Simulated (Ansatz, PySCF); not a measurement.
BrH₂O₂Sb, SMILES [OH][Sb]([OH])[Br]. Atoms are numbered in the order given.

```xyz
6

Sb     0.2803     0.4417     0.9133
Br    -0.8685    -1.3603    -0.5299
O     -0.5795     1.9507    -0.0527
H     -1.0403     1.6504    -0.8520
O      2.0446     0.4839     0.0122
H      1.9875     0.7058    -0.9308
```

The structure is a stationary point at B3LYP-D3(BJ)/def2-SVP. The structure was generated by enumeration; whether it is a known compound was not checked. The def2 effective core potentials stand for the cores of Sb; spin–orbit coupling is left out. Other conformers were not sampled.

Two levels are set side by side: PBE-D3(BJ)/def2-SVP (Ansatz, a program for electronic structure) and B3LYP-D3(BJ)/def2-SVP (Ansatz). Each level has its own optimised geometry; the coordinates shown are those of the second. Frequencies come from the Hessian of PySCF at each geometry. Differences are taken from unrounded values.

```tsv
quantity	B3LYP-D3(BJ)
mean bond length (Å)	1.698
bond Sb1–Br2 (Å)	2.579
bond Sb1–O3 (Å)	1.987
bond Sb1–O5 (Å)	1.981
bond O3–H4 (Å)	0.970
bond O5–H6 (Å)	0.970
highest harmonic wavenumber (cm⁻¹)	3790
mean harmonic wavenumber (cm⁻¹)	972
zero-point energy (kcal/mol)	16.67
```

### Question
What does PBE-D3(BJ) give, and how far is it from B3LYP-D3(BJ)? (Estimate from the structure and the level; the computed values follow.)

### Answer

```csv
quantity,PBE-D3(BJ),PBE-D3(BJ) minus B3LYP-D3(BJ)
mean bond length (Å),1.710,0.013
bond Sb1–Br2 (Å),2.585,0.006
bond Sb1–O3 (Å),2.007,0.020
bond Sb1–O5 (Å),2.000,0.018
bond O3–H4 (Å),0.980,0.010
bond O5–H6 (Å),0.981,0.010
highest harmonic wavenumber (cm⁻¹),3664,-127
mean harmonic wavenumber (cm⁻¹),949,-23
zero-point energy (kcal/mol),16.28,-0.39
```

Exact exchange shortens and stiffens bonds; PBE has none. Differences between two approximate levels are no errors against the true value.
